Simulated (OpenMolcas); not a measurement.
Sb²⁺: the spin-orbit constant, worked from levels

```yaml
Program: OpenMolcas 26.06
Basis: ANO-RCC-VQZP [8s7p5d3f2g]
Scalar_Hamiltonian: DKH2, point nucleus
Active_space: 3 electrons in 8 orbitals (5s 5p 6s 6p)
State_averaging: 2S+1 = 4 odd, 1 root; 2S+1 = 2 odd, 11 roots; 2S+1 = 4 even, 3 roots; 2S+1 = 2 even, 9 roots
Spin-orbit_coupling: state interaction with AMFI integrals over the reference wave functions, term energies averaged over their components
```

Methods: CASSCF; MS-CASPT2, IPEA 0.25 Eh, imaginary shift 0.1 Eh (closed shells correlated: 4d). Measured levels: Moore, Atomic Energy Levels, vol. III, NSRDS-NBS 35 (1971 reprint of NBS Circular 467, 1958).

**The spin-orbit constant.** For the Hund term 2P* of p1, E(J) = (A/2) J(J+1) + constant and ζ = 2S·A = A. From J = 1/2 to J = 3/2 the energy changes by 1.5 A.

```json
{"Source": "CASSCF", "E(3/2) - E(1/2)": "5630.0", "A": "3753.3", "ζ": "3753"}
{"Source": "MS-CASPT2", "E(3/2) - E(1/2)": "5743.0", "A": "3828.7", "ζ": "3829"}
{"Source": "measured", "E(3/2) - E(1/2)": "6576.0", "A": "4384.0", "ζ": "4384"}
```

All in cm-1. MS-CASPT2 is off by -12.7 % and CASSCF by -14.4 %. Both methods take the spin-orbit matrix elements from the reference wave functions, so the second can move ζ only through the term energies and any multistate remixing.

Over all roots computed the reference weight is 0.83 to 0.94 in MS-CASPT2; the roots of lowest weight are the least certain, and an intruder state may touch them. The run also gave levels led by 5s2 6p, which use shells meant for correlation; these and all levels above them are left out. Computed and measured levels are paired by configuration, term and J; levels that our copy of the source lacks, or whose pairing is in doubt (as where it misses far off the trend of its configuration), stay unpaired and out of the deviations. Levels of configurations outside the active space are missing.

* marks odd parity.
